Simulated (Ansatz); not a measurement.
Ansatz results at the PBE0-D4/def2-TZVP geometry: HOMO energy (B3LYP/def2-TZVPP) -7.07 eV; size of the dipole moment (ωB97M-V/def2-TZVPP) 3.92 D; HOMO–LUMO gap (PBE0/def2-TZVPP) 7.00 eV.

Problem. Which molecule gave them?
A. `OC([SiH3])S`
B. `C[C](C)([GaH2])CO`
C. `BC1([SiH2]C)BO1`
D. `[CH3][Al]1[NH]C(F)[O]1`

Solution. D. The others give `OC([SiH3])S`: -7.03, 2.11, 7.23; `BC1([SiH2]C)BO1`: -8.05, 1.91, 6.62; `C[C](C)([GaH2])CO`: -6.47, 2.67, 6.23.

B3LYP here is the variant with VWN-RPA as its local correlation; programs differ in this.
